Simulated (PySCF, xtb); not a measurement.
Al(H)(I)(Me) (CH4AlI), SMILES [CH3][AlH][I].

GFN2-xTB (xtb) at its own geometry gives an orbital gap of 4.70 eV and a dipole moment of 5.02 D.

Geometry optimised at PBE0-D3(BJ)/def2-SVP. A frequency run showed that this geometry is not a minimum. The def2 effective core potentials stand for the cores of I; spin–orbit coupling is left out.

Q: What does B3LYP/def2-TZVPD (PySCF) give? (Estimate from the structure and the level; the computed values follow.)

A: gap 5.60 eV (levels -7.25 and -1.65 eV), dipole 1.75 D.
